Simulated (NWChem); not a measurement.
Molecule: HSeCl; SMILES Cl[SeH]

```xyz
3

Se    -0.0355    -0.7115     0.0000
H      1.4329    -0.8447     0.0000
Cl    -0.0133     1.4727     0.0000
```
Atoms are numbered in this order, from 1.

Structure relaxed at the PBE0/def2-SVP level.

Symmetry labels are those of Cs in the frame above (b1 and b2, or b-type labels, depend on it).

### Question
List the 4 lowest vertical singlet excitations and the 4 lowest triplet ones from PBE/aug-cc-pVDZ, TDA (NWChem).

### Answer
```
state  energy (eV)  oscillator strength  symmetry  leading excitation (squared amplitude)
-----  -----------  -------------------  --------  --------------------------------------
S1            2.76                0.001        a"                      HOMO → LUMO (1.00)
S2            4.61                0.006        a'                    HOMO−1 → LUMO (0.99)
S3            4.73                0.011        a"                    HOMO → LUMO+1 (0.99)
S4            5.40                0.001        a"                    HOMO−2 → LUMO (0.99)
T1            2.00       spin-forbidden        a"                      HOMO → LUMO (1.00)
T2            3.93       spin-forbidden        a'                    HOMO−1 → LUMO (1.00)
T3            4.38       spin-forbidden        a"                    HOMO → LUMO+1 (0.99)
T4            4.75       spin-forbidden        a"                    HOMO−2 → LUMO (1.00)
```
